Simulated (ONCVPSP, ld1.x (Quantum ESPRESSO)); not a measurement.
# Potentials for N compared

Generated with ld1.x 7.5 (TM, RRKJ, ultrasoft, PAW), atompaw 4.2 or ONCVPSP 4.0.1. The cutoff is in Ry: for ld1.x and atompaw files where the sum of valence levels is converged to 10 mRy in a Bessel basis, for ONCV files where the hardest occupied wave has 1 mHa per electron of residual kinetic energy. The error is the largest all-electron minus pseudo excitation energy over each file’s own four to seven test configurations (ionisations up to +4, promotions, holes and added fractions of an electron), all of which were solved. The labels leave out finer settings (local radius, basis sizes, second energies), which also bear on the numbers. Spin-polarised tests are not counted. The rows are a selection from randomly drawn settings: files with unsolved tests, undetermined cutoffs or missed reference levels are left out.

A true bound ghost makes a file unfit for plane-wave use even where its test errors are small: the radial tests pick states by their node count and pass the ghost by.

| potential | cutoff (Ry) | largest error (meV) | bound ghosts |
| --- | --- | --- | --- |
| ultrasoft, PBE, scalar-relativistic, rc 1.15/1.95 (sp), local smoothed, core correction no, reference 2s2 2p2 | 18 | +539 | none |
| ultrasoft, PBE, scalar-relativistic, rc 0.70/1.30/1.20 (spd), local smoothed, core correction yes, reference 2s1.75 2p3.25 | 70 | +423 | none |
| TM, PBE, scalar-relativistic, rc 1.15/2.20/2.05 (spd), local p, core correction no, reference 2s1.5 2p3.5 | 40 | +2513 | none |
| ONCV, BLYP, scalar-relativistic, rc 1.05/1.05 (sp), local p, core correction yes, reference 2s2 2p2, qcut 7.4/8.3, projectors 2/0 | 68 | +125 | s |
| RRKJ, PBEsol, non-relativistic, rc 0.75/1.50/1.45 (spd), local s, core correction no, reference 2s2 2p1 | 110 | +557 | none |
| TM, LDA (PZ), scalar-relativistic, rc 1.05/1.75 (sp), local smoothed, core correction yes, reference 2s2 2p3 | 50 | +1643 | none |
| ONCV, Wu-Cohen, scalar-relativistic, rc 0.75/1.45/1.20 (spd), local smoothed, core correction no, reference 2s2 2p1, qcut 10.4/10.3/6.8, projectors 2/1/3 | 65 | +125 | s |

Fill in the row for N: ultrasoft, PBE, scalar-relativistic, rc 1.10/1.20/1.00 (spd), local d, core correction yes, reference 2s2 2p1.5.

cutoff 45 Ry, largest error -95 meV, bound ghosts: none.
